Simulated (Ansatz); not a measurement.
Frontier orbitals of CH$_{2}$BClO, SMILES `ClB1CO1`.

```xyz
6

Cl   -0.7502    1.4465    1.8559
B    -0.3751    0.3699    0.5734
C     0.4491   -0.2669   -0.5100
O    -0.9662   -0.6113   -0.0921
H     1.1468   -1.0746   -0.3100
H     0.4956    0.1365   -1.5171
```

Total charge 0; spin multiplicity 1. All single points use the PBE0-D4/def2-TZVP geometry. Basis def2-TZVPP, Ansatz.

Orbital energies of one run (eV). Highest occupied ones, from the top: -6.94, -7.71, -8.67, -8.91, -10.21, -11.75, -11.80, -12.48, -16.57, -21.33, -26.68, -179.02, -190.63, -190.68. Empty: -1.12, -0.14, 0.54, 1.70, 1.81, 1.86.

Which functional gave them?
A. CAM-B3LYP
B. HSE06 (plane-wave form)
C. PBE0
D. revPBE

D. HOMO energies: revPBE -6.94, CAM-B3LYP -9.82, PBE0 -8.40, HSE06 -7.99 eV.
